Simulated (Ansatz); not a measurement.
The cluster Cu₃F₃⁺. Charge 1, multiplicity 2. Geometry r2SCAN-D4/def2-SVP, that of the neutral singlet.

```csv
atom,x (Å),y (Å),z (Å)
Cu1,0.069,-1.015,0.950
Cu2,-1.147,0.151,-0.775
Cu3,1.077,0.865,-0.176
F4,-0.107,1.562,-1.464
F5,1.766,-0.234,1.192
F6,-1.659,-1.329,0.273
```

At PBE-D4/def2-TZVP the gap within one spin of the charge 1 doublet nearly closes, so an electron or hole may be smeared out by delocalisation error. The structure comes from a short search, and lower isomers may exist.

(1) Estimate the α-spin orbital energies around the gap (eV) in Ansatz with PBE-D4/def2-TZVP, r2SCAN-D4/def2-TZVP, PBE0-D4/def2-TZVP.

Answers

(1) 
```json
{"orbital": "HOMO−5", "PBE-D4/def2-TZVP": "-13.27", "r2SCAN-D4/def2-TZVP": "-13.53", "PBE0-D4/def2-TZVP": "-15.82"}
{"orbital": "HOMO−4", "PBE-D4/def2-TZVP": "-13.12", "r2SCAN-D4/def2-TZVP": "-13.35", "PBE0-D4/def2-TZVP": "-14.82"}
{"orbital": "HOMO−3", "PBE-D4/def2-TZVP": "-13.08", "r2SCAN-D4/def2-TZVP": "-13.25", "PBE0-D4/def2-TZVP": "-14.73"}
{"orbital": "HOMO−2", "PBE-D4/def2-TZVP": "-12.87", "r2SCAN-D4/def2-TZVP": "-13.12", "PBE0-D4/def2-TZVP": "-14.48"}
{"orbital": "HOMO−1", "PBE-D4/def2-TZVP": "-12.73", "r2SCAN-D4/def2-TZVP": "-12.87", "PBE0-D4/def2-TZVP": "-14.32"}
{"orbital": "HOMO", "PBE-D4/def2-TZVP": "-12.39", "r2SCAN-D4/def2-TZVP": "-12.49", "PBE0-D4/def2-TZVP": "-13.62"}
{"orbital": "LUMO", "PBE-D4/def2-TZVP": "-9.27", "r2SCAN-D4/def2-TZVP": "-9.10", "PBE0-D4/def2-TZVP": "-8.28"}
{"orbital": "LUMO+1", "PBE-D4/def2-TZVP": "-7.16", "r2SCAN-D4/def2-TZVP": "-6.79", "PBE0-D4/def2-TZVP": "-6.20"}
{"orbital": "LUMO+2", "PBE-D4/def2-TZVP": "-6.96", "r2SCAN-D4/def2-TZVP": "-6.54", "PBE0-D4/def2-TZVP": "-5.69"}
{"orbital": "LUMO+3", "PBE-D4/def2-TZVP": "-6.21", "r2SCAN-D4/def2-TZVP": "-5.81", "PBE0-D4/def2-TZVP": "-5.12"}
{"orbital": "LUMO+4", "PBE-D4/def2-TZVP": "-6.03", "r2SCAN-D4/def2-TZVP": "-5.76", "PBE0-D4/def2-TZVP": "-5.06"}
{"orbital": "LUMO+5", "PBE-D4/def2-TZVP": "-3.68", "r2SCAN-D4/def2-TZVP": "-3.25", "PBE0-D4/def2-TZVP": "-2.83"}
{"orbital": "β HOMO", "PBE-D4/def2-TZVP": "-12.21", "r2SCAN-D4/def2-TZVP": "-12.26", "PBE0-D4/def2-TZVP": "-13.37"}
{"orbital": "β LUMO", "PBE-D4/def2-TZVP": "-12.20", "r2SCAN-D4/def2-TZVP": "-12.06", "PBE0-D4/def2-TZVP": "-11.33"}
```
